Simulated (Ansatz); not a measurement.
The first iterations of a band of BrH + H4Si (7 atoms, charge 0, multiplicity 1).

Computed with RKS B3LYP/def2-TZVP in Ansatz.

```yaml
movable_images: 7
climbing_image: yes
spring: 5.0 eV/Å²
optimiser: quadratic models (default)
start_path: through a guess of the saddle point
force_threshold: 0.05 eV/Å
iteration_limit: 60
end_points: relaxed
```

Initial state:

```xyz
7
Properties=species:S:1:pos:R:3
Si 0.486 0.000 -0.303
H 0.028 0.000 1.108
H 1.966 0.000 -0.330
H -0.027 1.211 -0.980
H -0.027 -1.211 -0.980
Br -3.632 0.000 2.302
H -2.206 0.000 2.277
```

Final state:

```xyz
7
Properties=species:S:1:pos:R:3
Si -0.388 0.000 -0.973
H -0.014 0.000 4.032
H 0.501 0.000 0.205
H -0.173 1.213 -1.785
H -0.173 -1.213 -1.785
Br -2.508 0.000 -0.257
H -0.658 0.000 3.658
```

| iteration | highest image above the first end (eV) | largest band force component (eV/Å) |
| --- | --- | --- |
| 1 | 2.657 | 9.670 |
| 2 | 2.118 | 3.901 |
| 3 | 1.567 | 1.246 |
| 4 | 1.358 | 3.388 |

**Question.** Does the band converge within its limit, and where does its top end?

**Answer.** The forces met the threshold. It ended after 12 iterations with the highest image 1.631 eV above the first end. Neighbouring images differ by up to 1.4 eV, so the band resolves the path poorly. A vibrational analysis at the climbing image gives one clearly imaginary mode, 810i cm⁻¹: a first-order saddle point. The orbitals stay closed-shell, which can raise the energy where a bond breaks towards radicals; this wasn't checked here.

Time of the run: 80 s on 4 threads of Arm Neoverse V2, on a shared host, peak memory 0.25 GiB.
